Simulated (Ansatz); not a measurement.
The cluster Mn₂Cu⁻, relaxed as a quintet with UKS PBE-D4/def2-TZVPD in Ansatz, starting from the PBE-D4/def2-TZVPD geometry of the charge -1 multiplicity 9. Force threshold 0.02 eV/Å.

The charge -1 quintet is spin-contaminated (final ⟨S²⟩ up to 8.69, 6.00 for a pure state). The highest occupied level of the charge -1 quintet lies above zero (up to 1.06 eV). It is a level of α spin, whose loss leaves a quartet; that state wasn't run at this geometry and level. The electron is either unbound and held by the finite basis, or the level is raised by self-interaction error. The relaxation made no stability test and no search for a lower SCF solution. At PBE-D4/def2-TZVPD a multiplicity 9 of charge -1 lies 0.62 eV below the quintet, each at its own geometry. That multiplicity 9 is doubtful there (⟨S²⟩ 20.87, where a pure state has 20.00). The structure comes from a short search, and lower isomers may exist.

Start:

```xyz
3

Cu   -0.0244    0.9925   -0.8781
Mn   -0.0811   -1.4132   -0.5976
Mn    0.1055    0.4207    1.4756
```

| step | energy (eV) | largest force component (eV/Å) | SCF passes |
| --- | --- | --- | --- |
| 1 | -107261.7335 | 0.928 | 367 |
| 2 | -107262.0597 | 0.516 | 73 |
| 3 (rejected) | -107262.0461 | 0.979 | 55 |
| 4 | -107262.1349 | 0.083 | 50 |
| 5 | -107262.1369 | 0.013 | 38 |
| 6 | -107262.1370 | 0.001 | 31 |

Force components are those of the run's own axes.

End:

Cartesian coordinates in Å:
```
Cu -0.025 1.133 -0.951
Mn -0.062 -1.323 -0.333
Mn 0.086 0.190 1.283
```

By distances, no bond broke or formed. The bond that changes most is Mn2–Mn3, from 2.77 to 2.22 Å (atoms count from 1).

The force fell under the threshold at step 5, but the optimiser went on. No frequencies were taken in this run, so the end may be a saddle point.

Run time 28 s (4 threads of Arm Neoverse V2 on a shared host).
